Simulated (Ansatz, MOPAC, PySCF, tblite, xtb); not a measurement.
Scan of H3 (cation, charge +1), singlet: map of symmetric stretch and bend. Scanned: H-H bond length and H-H-H angle.

GFN2-xTB, 300 K electronic temperature (tblite); RHF/def2-SVP (PySCF); FCI/cc-pVTZ = full CI/cc-pVTZ, frozen core in Ansatz (a quantum-chemistry and plane-wave program); RHF/cc-pVTZ (Ansatz); MP2/cc-pVTZ = MP2 on RHF/cc-pVTZ, frozen core run with Ansatz; CCSD/cc-pVTZ = CCSD on RHF/cc-pVTZ, frozen core in Ansatz; CCSD(T)/cc-pVTZ = CCSD(T) on RHF/cc-pVTZ, frozen core run with Ansatz; RKS-CAM-B3LYP/cc-pVTZ = restricted CAM-B3LYP/cc-pVTZ in Ansatz; RKS-B3LYP/cc-pVTZ = restricted B3LYP/cc-pVTZ (Ansatz); RKS-PBE/cc-pVTZ = restricted PBE/cc-pVTZ (Ansatz); AM1, restricted, heats of formation (MOPAC); PM3, restricted, heats of formation (MOPAC); GFN1-xTB (xtb); RKS-B3LYP/6-31G* = PySCF 2.14.0 with restricted B3LYP/6-31G*, spherical d; RKS-BP86/6-31G* = restricted BP86/6-31G*, spherical d run with PySCF; RHF/LANL2DZ = restricted Hartree-Fock/LANL2DZ in PySCF; RHF/6-31G* = PySCF 2.14.0 with restricted Hartree-Fock/6-31G*, spherical d.

Energies in eV at chosen points (x: H-H bond length (Å); y: H-H-H angle (°)), relative to x = 0.83, y = 70:

```csv
method,"(0.96, 88.65)","(0.90, 111.55)","(1.03, 180)","(1.17, 150.57)","(1.14, 150.57)","(0.77, 127.59)","(0.83, 162.37)"
GFN2-xTB,-0.394,-0.338,-0.429,0.130,0.008,0.197,-0.319
RHF,0.824,1.203,2.516,3.239,3.054,1.418,1.799
FCI/cc-pVTZ,0.796,1.118,2.283,2.926,2.761,1.286,1.626
RHF/cc-pVTZ,0.889,1.255,2.625,3.331,3.145,1.403,1.837
MP2/cc-pVTZ,0.847,1.188,2.456,3.133,2.957,1.339,1.726
CCSD/cc-pVTZ,0.796,1.118,2.283,2.926,2.761,1.286,1.626
CCSD(T)/cc-pVTZ,0.796,1.118,2.283,2.926,2.761,1.286,1.626
RKS-CAM-B3LYP/cc-pVTZ,0.732,1.061,2.232,2.870,2.703,1.260,1.588
RKS-B3LYP/cc-pVTZ,0.741,1.056,2.188,2.809,2.647,1.241,1.561
RKS-PBE/cc-pVTZ,0.679,1.000,2.065,2.645,2.493,1.226,1.511
AM1,0.915,0.897,2.009,3.036,2.804,0.639,0.884
PM3,1.046,1.005,2.402,3.589,3.322,0.766,1.002
GFN1-xTB,0.273,0.243,0.675,1.223,1.098,0.333,0.223
RKS-B3LYP/6-31G*,0.794,0.987,1.843,2.518,2.359,1.061,1.231
RKS-BP86/6-31G*,0.748,0.949,1.754,2.389,2.239,1.057,1.205
RHF/LANL2DZ,0.929,1.141,2.123,2.890,2.709,1.155,1.376
RHF/6-31G*,0.979,1.175,2.132,2.905,2.726,1.158,1.378
```
